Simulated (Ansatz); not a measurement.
`O[B](F)[AlH][F]` + silanol → `[F][AlH][O][SiH3]` + `OBF`  (cleavage of the Al–B bond)

Isolated molecules relaxed with PBE0-D4/def2-TZVP in Ansatz; ΔE leaves out vibrations. CCSD(T)/CBS is the MP2 limit (def2-TZVPP, def2-QZVPP) plus CCSD(T) − MP2 in def2-TZVPP, frozen cores. This one scheme is used for every species. DFT in def2-TZVPP. HSE06 is defined as in plane-wave codes. Each species was taken in one conformer, which may not be the lowest.

CCSD(T)/CBS gives -201.2 kJ/mol.

Question: Another level gave -200.5 kJ/mol. Which?
A. PBE-QIDH/def2-TZVPP
B. HSE06-D4/def2-TZVPP
C. BLYP-D4/def2-TZVPP
D. revPBE-D4/def2-TZVPP

Answer: A. PBE-QIDH -200.5, HSE06-D4 -186.2, BLYP-D4 -193.7, revPBE-D4 -175.5 kJ/mol.

Largest T1 diagnostic among the species: 0.014.

From BLYP to BHLYP (50 % exact exchange), in def2-TZVPP and without D4, ΔE moves by −18.9 kJ/mol. In def2-TZVPP, CCSD(T) changes the Hartree–Fock value by +21.3 kJ/mol (the triples alone add +3.4 kJ/mol) and MP2 by +12.2 kJ/mol.
